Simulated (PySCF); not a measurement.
**input.py for H3IO2**

File input.py (PySCF 2.14):

```python
from pyscf import gto, dft

mol = gto.M(
    atom='I 0 0 0.1315; O 0 1.5823 -0.5913; O 0 -1.5823 -0.5913; H 0 0 1.7905; H 1.6609 0 0.2285; H -1.6609 0 0.2285',
    basis='x2c-svpall',
    charge=0,
    spin=0,
    verbose=4,
)
mf = dft.RKS(mol, xc='pbe0')
mf = mf.sfx2c1e()
mf.kernel()
mf.analyze()
print('orbital energies (hartree):', mf.mo_energy[..., max(0, mol.nelec[1]-3):mol.nelec[0]+3].round(4))
```

```bash
$ OMP_NUM_THREADS=1 python input.py
```

The log (some set-up lines and the per-cycle HOMO/LUMO lines with their warnings removed):

```
PySCF version 2.14.0

[INPUT] verbose = 4
[INPUT] num. atoms = 6
[INPUT] num. electrons = 72
[INPUT] charge = 0
[INPUT] spin (= nelec alpha-beta = 2S) = 0
[INPUT] symmetry False subgroup None
[INPUT] Mole.unit = angstrom
[INPUT] Symbol           X                Y                Z      unit          X                Y                Z       unit  Magmom
[INPUT]  1 I      0.000000000000   0.000000000000   0.131500000000 AA    0.000000000000   0.000000000000   0.248498985380 Bohr   0.0
[INPUT]  2 O      0.000000000000   1.582300000000  -0.591300000000 AA    0.000000000000   2.990113646899  -1.117395057455 Bohr   0.0
[INPUT]  3 O      0.000000000000  -1.582300000000  -0.591300000000 AA    0.000000000000  -2.990113646899  -1.117395057455 Bohr   0.0
[INPUT]  4 H      0.000000000000   0.000000000000   1.790500000000 AA    0.000000000000   0.000000000000   3.383554626034 Bohr   0.0
[INPUT]  5 H      1.660900000000   0.000000000000   0.228500000000 AA    3.138646120290   0.000000000000   0.431802419463 Bohr   0.0
[INPUT]  6 H     -1.660900000000   0.000000000000   0.228500000000 AA   -3.138646120290   0.000000000000   0.431802419463 Bohr   0.0

nuclear repulsion = 329.819565796274
number of shells = 15
number of NR pGTOs = 174
number of NR cGTOs = 79
basis = x2c-svpall
ecp = {}

******** <class 'pyscf.x2c.sfx2c1e.sfX2C1eRKS'> ********
method = sfX2C1eRKS
initial guess = minao
damping factor = 0
level_shift factor = 0
DIIS = <class 'pyscf.scf.diis.CDIIS'>
diis_start_cycle = 1
diis_space = 8
diis_damp = 0
SCF conv_tol = 1e-09
SCF conv_tol_grad = None
SCF max_cycles = 50
direct_scf = True
direct_scf_tol = 1e-13
XC library pyscf.dft.libxc version 7.0.0
    S. Lehtola, C. Steigemann, M. J.T. Oliveira, and M. A.L. Marques.,  SoftwareX 7, 1–5 (2018)
XC functionals = pbe0
    C. Adamo and V. Barone.,  J. Chem. Phys. 110, 6158 (1999)
    M. Ernzerhof and G. E. Scuseria.,  J. Chem. Phys. 110, 5029 (1999)
radial grids:
    Treutler-Ahlrichs [JCP 102, 346 (1995); DOI:10.1063/1.469408] (M4) radial grids

becke partition: Becke, JCP 88, 2547 (1988); DOI:10.1063/1.454033
pruning grids: <function nwchem_prune>
grids dens level: 3
symmetrized grids: False
atomic radii adjust function: <function treutler_atomic_radii_adjust>
small_rho_cutoff = 0

******** <class 'pyscf.x2c.sfx2c1e.SpinFreeX2CHelper'> ********
approx = 1e
xuncontract = 1
Set gradient conv threshold to 3.16228e-05
Initial guess from minao.
tot grids = 79552
init E= -7267.14997736048
cycle= 1 E= -7265.90011357454  delta_E= 1.25  |g|= 1.35  |ddm|= 3.17
cycle= 2 E= -7262.99355398581  delta_E= 2.91  |g|= 3.62  |ddm|= 6.05
cycle= 3 E= -7266.31546350468  delta_E= -3.32  |g|= 0.107  |ddm|= 5.04
cycle= 4 E= -7266.31836071493  delta_E= -0.0029  |g|= 0.0809  |ddm|= 0.325
cycle= 5 E= -7266.32032099411  delta_E= -0.00196  |g|= 0.0178  |ddm|= 0.126
cycle= 6 E= -7266.32040006724  delta_E= -7.91e-05  |g|= 0.00492  |ddm|= 0.0253
cycle= 7 E= -7266.32040571035  delta_E= -5.64e-06  |g|= 0.000668  |ddm|= 0.00651
cycle= 8 E= -7266.32040587714  delta_E= -1.67e-07  |g|= 9.85e-05  |ddm|= 0.00148
cycle= 9 E= -7266.32040588147  delta_E= -4.33e-09  |g|= 4.09e-05  |ddm|= 0.000252
cycle= 10 E= -7266.32040588191  delta_E= -4.38e-10  |g|= 4.7e-06  |ddm|= 5.62e-05
Extra cycle  E= -7266.32040588192  delta_E= -1.27e-11  |g|= 2.44e-06  |ddm|= 1.45e-05
converged SCF energy = -7266.32040588192
**** SCF Summaries ****
Total Energy =                       -7266.320405881923762
Nuclear Repulsion Energy =             329.819565796273992
One-electron Energy =               -10610.034469088082915
Two-electron Energy =                 3013.894497409884934
Two-electron Coulomb Energy =         3214.920001747379956
DFT Exchange-Correlation Energy =     -201.025504337494937
**** MO energy ****
[25 lines left out]
MO #26  energy= -1.06971268929226  occ= 2
MO #27  energy= -0.985494210662861 occ= 2
MO #28  energy= -0.749960102574407 occ= 2
MO #29  energy= -0.573255142329725 occ= 2
MO #30  energy= -0.517638761008872 occ= 2
MO #31  energy= -0.450901185053663 occ= 2
MO #32  energy= -0.339482168096711 occ= 2
MO #33  energy= -0.335995451733773 occ= 2
MO #34  energy= -0.327467548869005 occ= 2
MO #35  energy= -0.322872695688108 occ= 2
MO #36  energy= -0.296897251393847 occ= 2
MO #37  energy= -0.0733050301320679 occ= 0
MO #38  energy= -0.00474773607624313 occ= 0
MO #39  energy= 6.68936003220821e-05 occ= 0
[40 lines left out]
 ** Mulliken pop on meta-lowdin orthogonal AOs  **
 ** Mulliken pop  **
pop of  0 I 1s            2.00000
pop of  0 I 2s            2.00000
pop of  0 I 3s            2.00000
pop of  0 I 4s            2.00000
pop of  0 I 5s            1.42380
pop of  0 I 6s            0.01780
pop of  0 I 2px           2.00000
pop of  0 I 2py           2.00000
pop of  0 I 2pz           2.00000
pop of  0 I 3px           1.99998
pop of  0 I 3py           1.99998
pop of  0 I 3pz           1.99998
[67 lines left out]
 ** Mulliken atomic charges  **
charge of    0I =      2.14715
charge of    1O =     -0.87463
charge of    2O =     -0.87463
charge of    3H =     -0.10653
charge of    4H =     -0.14568
charge of    5H =     -0.14568
Dipole moment(X, Y, Z, Debye): -0.00000,  0.00000,  3.43235
orbital energies (hartree): [-3.275e-01 -3.229e-01 -2.969e-01 -7.330e-02 -4.700e-03  1.000e-04]
```

In short: E(SCF) = -7266.320406 Eh, 10 cycles, μ(SCF) = 3.43 D.

Run time: 12 s on 1 thread of Arm Neoverse N1 (shared host), peak memory 0.37 GiB.
